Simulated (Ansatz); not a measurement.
Basis-set extrapolation for C$_{2}$H$_{4}$BFO$_{2}$, SMILES `BC(F)OC=O` (PBE0-D4/def2-TZVP geometry, frozen core, Ansatz 0.2.0). Multiplicity 1, RHF reference.

```csv
,def2-TZVPP,def2-QZVPP
HF,-352.034121,-352.049757
MP2 correlation,-1.122973,-1.211943
CCSD(T) correlation,-1.192446,not run
```

Energies in hartree. Use E(X) = E(∞) + A·exp(−7.88·√X) for Hartree–Fock and E(X) = E(∞) + B·X^(−2.97) for correlation, with X = 3 and 4, and add CCSD(T) minus MP2 of the smaller set to the MP2 limit.

**Question.** What is the CCSD(T) energy at the basis-set limit?

**Answer.** HF limit: -352.049757 + (-0.015636) × 0.13774 = -352.05191. MP2 limit: -1.211943 + (-0.088970) × 0.74074 = -1.27785. Higher-order term: -1.192446 − (-1.122973) = -0.06947. Total: -353.39923 hartree, 453.3 kJ/mol below CCSD(T)/def2-TZVPP.
